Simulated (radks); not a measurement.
Species: the argon ion Ar16+. Configuration: 2p2 (not the ground configuration). Method: non-relativistic Kohn-Sham, PBE, spin-unpolarised, spherical densities, point nucleus; computed with a radial shooting solver on a logarithmic mesh with Libxc functionals.

Unscreened Slater integrals over Kohn-Sham orbitals (hartree). Empty in this configuration: 1s.

integral,value
"F0(2p,2p)",3.1939
"F2(2p,2p)",1.5403
"F0(2p,1s)",4.2826
"G1(2p,1s)",0.88563
"F0(1s,1s)",11.183

Derived for the open shells (J is the average intra-shell exchange parameter used in DFT+U). 2p: J = F2/5 = 0.3081 hartree; in LS coupling 1D lies 6 F2/25 = 0.3697 hartree above 3P.
